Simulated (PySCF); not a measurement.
# Correlation energy of Bi⁻ (bismuth, charge -1)

[Xe] 4f14 5d10 6s2 6p4, high-spin 3P determinant. Computed with PySCF 2.14 in def2-TZVPPD with the def2 core potential (60 electrons) (7s5p4d2f, 56 functions), with a scalar-relativistic core potential. Frozen: nothing; 24 electrons correlated.

MP2 pair energies summed by pair of shells (mhartree):

```json
{"pair": "5d-5d", "energy": "-201.26", "share (%)": "42.7"}
{"pair": "5d-6s", "energy": "-60.80", "share (%)": "12.9"}
{"pair": "5d-6p", "energy": "-59.59", "share (%)": "12.6"}
{"pair": "5p-5d", "energy": "-41.78", "share (%)": "8.9"}
{"pair": "6p-6p", "energy": "-33.75", "share (%)": "7.2"}
{"pair": "6s-6p", "energy": "-32.49", "share (%)": "6.9"}
{"pair": "5p-5p", "energy": "-11.63", "share (%)": "2.5"}
{"pair": "6s-6s", "energy": "-7.57", "share (%)": "1.6"}
{"pair": "5s-5d", "energy": "-6.66", "share (%)": "1.4"}
{"pair": "5p-6s", "energy": "-6.01", "share (%)": "1.3"}
{"pair": "5s-5p", "energy": "-4.34", "share (%)": "0.9"}
{"pair": "5p-6p", "energy": "-4.03", "share (%)": "0.9"}
{"pair": "5s-5s", "energy": "-0.89", "share (%)": "0.2"}
{"pair": "5s-6s", "energy": "-0.41", "share (%)": "0.1"}
{"pair": "5s-6p", "energy": "-0.23", "share (%)": "0.0"}
```

Total MP2 correlation energy: -471.43 mhartree.

Same-spin part -173.13 and opposite-spin part -298.30 mhartree; SCS-MP2 scales them by 1/3 and 6/5 to -415.67 mhartree.

The basis has no tight functions for the innermost shells, so their pair energies are far from complete.

This basis was not built for core-valence correlation, so the inner-shell part is incomplete.

Spin-orbit coupling is strong in this species, so the high-spin LS determinant is a model state.
